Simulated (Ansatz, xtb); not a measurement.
Relative energy of two isomers of C5H7NO2

Structure I: `COc1cc(O)c[nH]1`, a singlet. Structure II: `COc1cccn1O`, a singlet. Both are isolated molecules in the gas phase, relaxed with PBE0-D3(BJ)/def2-SVP; the shapes shown needn't be the lowest conformers.

I (Å):

```csv
atom,x (Å),y (Å),z (Å)
C,1.3024,0.5829,0.7111
C,-1.0094,0.4164,0.6089
C,-1.1736,0.2911,-0.7585
C,-2.5802,0.1757,-0.9688
C,-3.2142,0.2324,0.2527
N,-2.2212,0.3818,1.2115
O,0.0736,0.5567,1.3858
O,-3.1214,0.0356,-2.2004
H,1.3539,1.4287,0.0031
H,1.4740,-0.3543,0.1530
H,2.0846,0.6996,1.4715
H,-0.4067,0.2808,-1.5267
H,-4.0776,-0.0237,-2.1135
H,-4.2657,0.1810,0.5211
H,-2.3572,0.4551,2.2086
```

II (Å):

```csv
atom,x (Å),y (Å),z (Å)
C,1.1818,0.5597,0.4298
C,-1.1176,0.5007,0.1714
C,-1.2443,-0.3242,-0.9301
C,-2.6434,-0.4373,-1.1931
C,-3.3214,0.3035,-0.2545
N,-2.3728,0.8554,0.5719
O,-0.0836,0.9531,0.8897
O,-2.6326,1.7480,1.5565
H,1.3603,0.9123,-0.6010
H,1.2931,-0.5390,0.4507
H,1.9225,1.0120,1.1008
H,-0.4341,-0.7971,-1.4785
H,-3.1009,-1.0114,-1.9959
H,-4.3759,0.5092,-0.0950
H,-2.4971,1.2694,2.3870
```

Question: Estimate E(II) − E(I) at the level CCSD(T)/def2-SVP + ΔMP2/def2-TZVPP.

Answer: Calculated at CCSD(T)/def2-SVP + ΔMP2/def2-TZVPP: E(II) − E(I) = +157.0 kJ/mol, so structure I lies lower.

Level by level:

| level | geometry | E(II) − E(I) (kJ/mol) | departure from the last row (kJ/mol) | job, with rough time for the two |
| --- | --- | --- | --- | --- |
| PBE0-D3(BJ)/def2-SVP | PBE0-D3(BJ)/def2-SVP | +157.6 | +0.6 | optimisation, 2.6 min |
| HF/def2-SVP | PBE0-D3(BJ)/def2-SVP | +170.3 | +13.3 | part of the CCSD(T) run |
| MP2/def2-SVP | PBE0-D3(BJ)/def2-SVP | +159.6 | +2.6 | part of the CCSD(T) run |
| CCSD(T)/def2-SVP | PBE0-D3(BJ)/def2-SVP | +154.1 | −2.8 | single point |
| CCSD(T)/def2-SVP + ΔMP2/def2-TZVPP | PBE0-D3(BJ)/def2-SVP | +157.0 |  | single point, 2.6 min |

As drawn, II has 1 N–O, 1 C–H in place of 1 C–O, 1 N–H.

None of the levels shown reverses the order. The largest departure from CCSD(T)/def2-SVP + ΔMP2/def2-TZVPP is that of HF/def2-SVP, 13.3 kJ/mol. No reliable frequencies are at hand for II, so it isn't confirmed as a minimum. Levels run at GFN2-xTB geometries aren't shown. The last row adds to CCSD(T) the change of the MP2 difference between the two basis sets, here +2.8 kJ/mol.

The correlated steps freeze 8 core orbitals. Run with Ansatz 0.2.0, xtb 6.7.1; the last row on 2 threads of Intel(R) Xeon(R) Platinum 8375C CPU @ 2.90GHz (Ice Lake) on a shared host.
